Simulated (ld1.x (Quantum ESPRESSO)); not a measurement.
selenium: one change to a TM potential, before and after

- Element: selenium
- Generator: ld1.x (Quantum ESPRESSO) 7.5
- Type: norm-conserving Troullier–Martins (Kleinman–Bylander form)
- Functional: revPBE
- Relativity: fully relativistic
- Frozen core: [Ar] 3d10
- Valence charge: 6
- Reference configuration: 4s2 4p4
- Partial waves: 4s (bound): rc 1.55 bohr; 4p (bound): rc 2.00 bohr
- Local potential: all-electron potential smoothed inside 1.80 bohr (lloc = -2)
- Core correction: a·sin(br)/r model core inside 1.40 bohr

Open shells are filled in proportion to 2j + 1 (rel_dist='average').

All-electron outer shells of the reference configuration (revPBE, scalar-relativistic, ld1.x):

| shell | level (eV) | outermost node (bohr) | outermost maximum (bohr) |
| --- | --- | --- | --- |
| 3p | -152.97 | 0.21 | 0.50 |
| 3d | -53.06 | – | 0.45 |
| 4s | -17.23 | 0.70 | 1.51 |
| 4p | -6.47 | 0.74 | 1.82 |

Change: all radii but the core radius scaled by about 0.80 (s 1.24, p 1.60 bohr); local potential all-electron potential smoothed inside 1.44 bohr (lloc = -2).

Cutoffs: the cutoffs (Ry, on a coarse ladder) from which the occupation-weighted sum of valence levels, in a spherical-Bessel basis at the reference potential, stays within 10 and 1 mRy of its value at 400 Ry; they do not see the model core or the augmentation charge, which bear on the density cutoff. Errors are all-electron minus pseudo energies relative to the spin-unpolarised reference configuration.

Q: What does the change do?

A: The potential gets harder (40 Ry and 55 Ry → 50 Ry and 110 Ry); of the 7 tests that both files solve, the error grows in 1 and shrinks in 4 by more than 15 % and 0.3 meV (median size 9.7 → 8.0 meV); neither file shows a bound ghost. A smaller radius makes the pseudo-wave follow the all-electron one further in, where it bends more sharply, so more plane waves are needed.

| quantity | base | changed |
| --- | --- | --- |
| cutoff, loose | 40 Ry | 50 Ry |
| cutoff, tight | 55 Ry | 110 Ry |
| loose cutoff by channel (10 mRy a level) | s 18 Ry, p 8 Ry | s 40 Ry, p 10 Ry |
| bound ghosts | none | none |
| error for 4s2 4p3, meV [ΔE 10.81 eV] | -1.0 | +0.1 |
| error for 4s2 4p2, meV [ΔE 31.12 eV] | -14 | -6.6 |
| error for 4s2 4p1, meV [ΔE 61.92 eV] | -71 | -45 |
| error for 4s2 4p0, meV [ΔE 103.99 eV] | -231 | -164 |
| error for 4s2 4p3.5, meV [ΔE 4.29 eV] | -0.1 | +0.2 |
| error for 4s1 4p5, meV [ΔE 10.85 eV] | -5.4 | -8.0 |
| error for 4s1 4p4, meV [ΔE 22.32 eV] | -9.7 | -10 |
